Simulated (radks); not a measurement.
Cr13+, 11 electrons, occupied as [Ne] 3s1. All-electron calculation, non-relativistic Kohn-Sham, PBE, spin-polarised, spherical densities, point nucleus; open shells are filled with parallel spins first. Program: a radial shooting solver on a logarithmic mesh with Libxc functionals.

Local quantities along the radius. ELF = 1/(1 + alpha^2) is the electron localisation function; alpha = (tau - tau_W)/tau_unif compares the Pauli kinetic energy density with that of the uniform gas (summed over spins).

r (bohr)    ELF     alpha
0.002346  1.000   0.01280
0.002935  1.000   0.01330
0.003672  1.000   0.01395
0.004593  1.000   0.01480
0.005747  1.000   0.01595
0.00719   1.000   0.01752
0.008995  1.000   0.01971
0.01125   0.999   0.02285
0.01408   0.999   0.02751
0.01761   0.999   0.03471
0.02204   0.998   0.04648
0.02757   0.996   0.06693
0.03449   0.989    0.1053
0.04315   0.968    0.1832
0.05398   0.889    0.3525
0.06753   0.660    0.7181
0.08449   0.360     1.333
0.1057    0.256     1.703
0.1322    0.379     1.280
0.1654    0.648    0.7374
0.207     0.820    0.4692
0.259     0.870    0.3864
0.324     0.834    0.4460
0.4053    0.574    0.8622
0.5071    0.166     2.240
0.6344    0.247     1.748
0.7936    0.861    0.4011
0.9929    0.993   0.08607
1.242     0.999   0.02250
1.554     1.000  0.007200
1.944     1.000  0.002802

On this mesh the ELF has minima near r = 0.11, 0.57 bohr, which separate the shells, and maxima near 0.26 (0.87).

Self-consistent cycle (total energy in hartree, residual of the potential): 1: -965.607293, 2e+01; 2: -968.813264, 1e+01; 3: -971.395150, 3e-01; 4: -971.399108, 2e-01; 5: -971.399797, 8e-03; 6: -971.399798, 2e-04; 7: -971.399798, 1e-04; 8: -971.399798, 1e-06; 9: -971.399798, 5e-07; 10: -971.399798, 3e-07; 11: -971.399798, 7e-08; 12: -971.399798, 2e-09.
